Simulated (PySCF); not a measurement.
# Working out the ionisation energy of As

As [Ar] 3d10 4s2 4p3 (4S) → As⁺ [Ar] 3d10 4s2 4p2 (3P). Calculation: PySCF 2.14, in cc-pVDZ-DK (5s4p2d, 27 functions); the spin-free X2C one-electron Hamiltonian (Gaussian nucleus). Frozen: [Ar] 3d10. Energies in hartree (1 hartree = 27.21139 eV):

```json
{"part": "UHF", "As (lower)": "-2258.916901", "As⁺ (upper)": "-2258.570557"}
{"part": "CCSD correlation", "As (lower)": "-0.068635", "As⁺ (upper)": "-0.058350"}
{"part": "(T)", "As (lower)": "-0.000694", "As⁺ (upper)": "-0.000609"}
```

Problem. What does Hartree-Fock give?

Solution. (-2258.570557) − (-2258.916901) = 0.346344 hartree = 9.425 eV.

Problem. What do CCSD and CCSD(T) give?

Solution. The CCSD correlation energies differ by 0.010285 hartree = 0.280 eV and the triples by 0.000085 hartree = 0.002 eV, so CCSD gives 9.705 eV and CCSD(T) 9.707 eV.

Measured between the centres of the two terms (NIST): 10.008 eV, so CCSD(T) (valence) is off by -0.301 eV.

A double-zeta basis recovers only part of the correlation energy.

What remains against the reference includes basis incompleteness, the frozen core and higher excitations.
